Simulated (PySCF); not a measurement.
Vertical excitations of a molecule C2H5ClSi2 from TDDFT-PBE0/def2-SVPD run with PySCF 2.14.0, as energy in eV (oscillator strength): 5.39 (0.000), 5.90 (0.065), 6.10 (0.001), 6.25 (0.000), 6.50 (0.000), 6.57 (0.072), 6.62 (0.000), 6.88 (0.200), 6.89 (0.000), 7.06 (0.023). Lowest triplet (TDA): 3.89 eV. Coordinates come from a r2SCAN-D4/def2-SVP optimisation. One conformer was computed; it need not be the lowest.

Task: Identify the compound among the candidates.
(A) C#C[SiH2][SiH2]Cl
(B) ClC1=C[SiH2][SiH2]1
(C) [SiH3]C#C[SiH2]Cl
(D) Cl[Si@H]1C=C[SiH2]1

Result: B, ClC1=C[SiH2][SiH2]1
